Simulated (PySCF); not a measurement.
PySCF job for Si(AsH2)(OH)3 (AsH5O3Si), SMILES O[Si](O)(O)[AsH2], PBE/pcSseg-1. Geometry: PBE0-D3(BJ)/def2-SVP. This is a generated structure with no PubChem entry under its InChIKey; it may be hypothetical. Other conformers were not sampled.

```python
import numpy as np
from pyscf import gto, scf, dft
from pyscf.prop.nmr import rks as nmr

mol = gto.M(
    atom='''
    O    -1.14122417   -0.01979069    1.82716690
    Si   -0.84230980    0.10038109    0.19621553
    O    -1.23767391    1.57093170   -0.44492868
    O    -1.81929617   -1.05476823   -0.47323491
    As    1.41653254   -0.16874485   -0.40106582
    H    -0.53931597    0.45122057    2.41052009
    H    -2.18077675    1.73672585   -0.55117143
    H    -2.12396072   -1.72963628    0.14123231
    H     1.63095753   -1.22472960    0.68039718
    H     1.84541342    0.95868188    0.53514970
    ''',
    basis='pcSseg-1',
    charge=0,
    spin=0,
    max_memory=1600,
    verbose=3,
)
mf = dft.RKS(mol, xc='pbe')
mf.grids.level = 3
mf.conv_tol = 1e-10
mf.max_cycle = 100
mf.kernel()
n = nmr.NMR(mf)
n.verbose = 2
n.max_cycle_cphf = 60
sigma = n.kernel()
print('atom   isotropic/ppm   span/ppm')
for i, s in enumerate(sigma):
    w = np.linalg.eigvalsh((s + s.T) / 2)
    print(f'{mol.atom_symbol(i):2s}{i + 1:3d} {w.mean():14.3f} {w[2] - w[0]:11.3f}')
```

Program output:

```
converged SCF energy = -2753.22179156409
atom   isotropic/ppm   span/ppm
O   1        221.565     112.274
Si  2        350.907      45.899
O   3        247.401      98.742
O   4        262.296      72.912
As  5       1900.415     192.413
H   6         29.347      17.066
H   7         29.116      20.959
H   8         29.382      19.813
H   9         29.690      18.373
H  10         29.468      17.976
```

The run converged.
